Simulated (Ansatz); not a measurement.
GaH3N, SMILES `[NH2][GaH]` radical. Charge 0, multiplicity 2.

Cartesian coordinates in Å:
```
N 0.369 0.027 0.604
Ga 0.038 -0.429 -1.132
H -0.267 0.562 1.175
H 1.204 -0.223 1.107
H -1.344 0.064 -1.755
```

**Question.** What are the harmonic wavenumbers in cm⁻¹ at PBE0-D4/def2-TZVP (Ansatz, finite differences of forces, unscaled)? (An estimate is asked.)

**Answer.** Ansatz gave: 226, 482, 484, 682, 737, 1547, 1815, 3592, 3708.

**Question.** Is this a minimum?

**Answer.** Yes, all 9 modes are real.

**Question.** Give the ideal-gas thermochemistry at 298.15 K and 1 bar (rigid rotor, harmonic oscillator; point group Cs, symmetry number 1).

**Answer.** Zero-point energy 79.4 kJ/mol; H(298) − E = 92.5 kJ/mol; entropy 272.8 J/(mol·K), of which translation 164.5, rotation 86.1, vibration 16.4, electronic 5.8; G(298) − E = 11.2 kJ/mol.

**Question.** Rotational constants (cm⁻¹)?

**Answer.** 5.007, 0.3468, 0.3244.
